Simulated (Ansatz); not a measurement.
Relaxation of FGaH₃NO (7 atoms, charge 0, multiplicity 1), to a largest force component of 0.015 eV/Å in at most 40 steps.

All numbers below come from RKS B3LYP/def2-SVP in Ansatz.

```xyz
7
Properties=species:S:1:pos:R:3
N -0.851 1.158 -0.376
Ga 0.088 -0.390 -0.090
O 1.676 -0.467 0.604
F -0.564 -1.928 -0.626
H -1.860 1.039 -0.413
H -0.621 1.898 0.279
H 2.132 -1.310 0.623
```

**Question.** Where does it end, and by what steps?

**Answer.** It converged. After 7 steps the energy has fallen by 0.061 eV; N1 moved furthest, 0.15 Å.

```
step  energy less start (eV)  largest force component (eV/Å)  accepted
   0                  0.0000                           1.083       yes
   1                 -0.0323                           0.547       yes
   2                 -0.0491                           0.188       yes
   3                 -0.0542                           0.186       yes
   4                 -0.0577                           0.124       yes
   5                 -0.0597                           0.080       yes
   6                 -0.0599                           0.129       yes
   7                 -0.0605                           0.011       yes
```

```xyz
7
Properties=species:S:1:pos:R:3
N -0.881 1.095 -0.243
Ga 0.084 -0.415 -0.064
O 1.728 -0.445 0.618
F -0.577 -1.935 -0.659
H -1.867 1.067 -0.478
H -0.615 1.956 0.220
H 2.129 -1.324 0.606
```

Run time: 34 s on 1 thread of Arm Neoverse V1, with other jobs on the host, peak memory 0.18 GiB.
